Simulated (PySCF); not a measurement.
## ¹⁹F chemical shifts

Theory: geometry from GFN2-xTB, shielding tensors at PBE0/pcSseg-1 (GIAO), in PySCF 2.14 (a single conformation, isolated molecule, one averaged value for each set of equivalent atoms, relativity neglected).

Shieldings were converted by a linear fit to measured shifts: ¹⁹F: δ = 146.13 − 0.903σ +14.6 on sp3 carbon (rms 6.0 ppm, 223 shifts, 7.0 ppm with the 5 outliers that the fit left out vs CFCl3, solution or neat liquid). A few per cent of atoms miss by over 2 rms, more outside the fitted compound classes.

Question: Give the ¹⁹F shifts of `C=N[SiH2][C@@H](C)CC(F)(F)F`, `FC(F)(F)[SiH2]C(Cl)(Cl)Cl`, `CN(C)[SiH2]CC(F)=C(F)F`, `FC(F)(F)CN1CCC[SiH2]1`.

Answer: 
```tsv
compound	environment	δ (ppm)
C=N[SiH2][C@@H](C)CC(F)(F)F	fluorine of a CF3 group (×3)	-66.3
FC(F)(F)[SiH2]C(Cl)(Cl)Cl	fluorine of a CF3 group (×3)	-56.2
[CH3:1][N:2]([CH3:3])[SiH2:4][CH2:5][C:6]([F:7])=[C:8]([F:9])[F:10]	F10: vinylic fluorine	-106.1
[CH3:1][N:2]([CH3:3])[SiH2:4][CH2:5][C:6]([F:7])=[C:8]([F:9])[F:10]	F9: vinylic fluorine	-124.4
[CH3:1][N:2]([CH3:3])[SiH2:4][CH2:5][C:6]([F:7])=[C:8]([F:9])[F:10]	F7: vinylic fluorine	-175.7
FC(F)(F)CN1CCC[SiH2]1	fluorine of a CF3 group (×3)	-70.9
```
